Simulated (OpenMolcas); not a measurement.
# Au2+: moving or changing the point charges

Au2+ among 6 point charges of -1.5 e arranged as an octahedron (Oh), 2.23 Å from the ion.
```
   2.2300    0.0000    0.0000  -1.50
   0.0000    2.2300    0.0000  -1.50
  -2.2300    0.0000    0.0000  -1.50
   0.0000   -2.2300    0.0000  -1.50
   0.0000    0.0000    2.2300  -1.50
   0.0000    0.0000   -2.2300  -1.50
```

```json
{"Program": "OpenMolcas 26.06", "Method": "CASSCF", "Basis": "ANO-RCC-VDZP [7s6p4d2f]", "Scalar Hamiltonian": "DKH2, point nucleus", "Active space": "9 electrons in 5 orbitals (5d)", "State averaging": "2S+1 = 2 even, 5 roots", "Spin-orbit coupling": "RASSI with atomic mean-field integrals over the reference wave functions"}
```

Runs around this geometry, states (labels of O, the rotations of Oh). Energies in cm-1 above the lowest state or level, χT in cm3 K/mol; 10Dq is the gap between the two states.

```tsv
R (Å)	q (e)	Ground state	First state of that spin	10Dq	First gap with spin-orbit (degeneracies)	χT at 300 K
2.23	-0.98	2E	2T2 3513	3513	2467 (4, 2)	1.093
2.11	-1.5	2E	2T2 6873	6873	5129 (4, 2)	1.004
2.23	-1.5	2E	2T2 5362	5362	3905 (4, 2)	1.040
2.35	-1.5	2E	2T2 4222	4222	3014 (4, 2)	1.070
```

Taking |10Dq| as R^-n, n = -ln(4222 / 6873) / ln(2.35 / 2.11) = 4.5 between the shortest and longest distance. The point-charge formula for a cubic d site gives n = 5.

Scaling the charges by -0.98 / -1.5 = 0.65 scales |10Dq| by 3513 / 5362 = 0.66; with fixed orbitals a first-order splitting would follow the charge.

An orbital doublet at a regular site is open to a Jahn-Teller distortion, which this geometry leaves out. The ground term spreads over less than 5000 cm-1, several times less than with real ligands, so orbital moments are less quenched and χT lies further from the spin-only value than at real sites (holds for R = 2.23, q = -0.98; R = 2.35, q = -1.5). This is an electrostatic model: the charges have no orbitals. No measured value stands beside these numbers.
